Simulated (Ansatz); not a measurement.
`FC[SiH2][SiH3]` + `O=C(O)O` → `O=C(O)O[SiH2][SiH3]` + `CF`  (ligand exchange at the Si–C bond)

Isolated molecules relaxed with PBE0-D4/def2-TZVP in Ansatz; ΔE leaves out vibrations. CBS: MP2 limit from def2 TZ/QZ plus the TZ coupled-cluster correction, frozen cores. This one scheme is used for every species. Functionals use def2-TZVPP. B3LYP here is the variant with VWN-RPA as its local correlation; programs differ in this. One conformer a species, not always the lowest.

`FC[SiH2][SiH3]`:

Z-matrix (Å, degrees):
```
C
Si 1 1.902
F 1 1.391 2 110.2
H 1 1.095 2 110.9 3 -119.8
H 1 1.095 2 111.5 3 120.0
Si 2 2.339 1 110.4 3 53.7
H 2 1.491 1 107.0 3 174.2
H 2 1.488 1 109.6 3 -68.4
H 6 1.486 2 110.7 1 -65.6
H 6 1.488 2 110.0 1 174.1
H 6 1.488 2 109.7 1 54.7
```

`O=C(O)O`:

Cartesian coordinates in Å:
```
O -0.228 -0.758 1.054
C -0.020 -0.067 0.094
O -0.892 0.190 -0.878
O 1.120 0.565 -0.173
H -1.701 -0.284 -0.648
H 1.722 0.354 0.551
```

`O=C(O)O[SiH2][SiH3]`:

```xyz
12

O     0.033   -1.522   -0.730
C    -0.989   -1.358   -0.107
O    -1.786   -2.339    0.307
O    -1.466   -0.187    0.260
Si   -0.578    1.192   -0.209
Si    1.695    0.949    0.293
H    -1.381   -3.164    0.010
H    -0.821    1.421   -1.655
H    -1.244    2.260    0.574
H     1.841    0.029    1.452
H     2.451    0.437   -0.874
H     2.245    2.280    0.678
```

`CF`:

Z-matrix (Å, degrees):
```
C
F 1 1.376
H 1 1.092 2 109.1
H 1 1.092 2 109.1 3 -120.0
H 1 1.092 2 109.1 3 120.0
```

Is it downhill or uphill in electronic energy at CCSD(T)/CBS, and by how much? (Best estimate.)

Ansatz gave: Downhill: ΔE = -102.8 kJ/mol.

What do these levels give: PBE0, B3LYP, HF/def2-QZVPP, SCS-MP2/def2-QZVPP, HF/CBS(def2), MP2/CBS(def2)? (An estimate is asked.)

The calculation gave: PBE0 -88.4, B3LYP -96.1, HF/def2-QZVPP -113.7, SCS-MP2/def2-QZVPP -107.6, HF/CBS(def2) -114.0, MP2/CBS(def2) -106.2 kJ/mol.

Largest T1 diagnostic among the species: 0.015.

In def2-TZVPP, CCSD(T) changes the Hartree–Fock value by +10.2 kJ/mol (the triples alone add +0.6 kJ/mol) and MP2 by +6.8 kJ/mol. The D4 term adds −5.1 kJ/mol with B3LYP and −2.9 kJ/mol with PBE0; it sums over pairs of atoms, weighted by their polarisabilities, and B3LYP, whose exchange is more repulsive, gets the larger term.
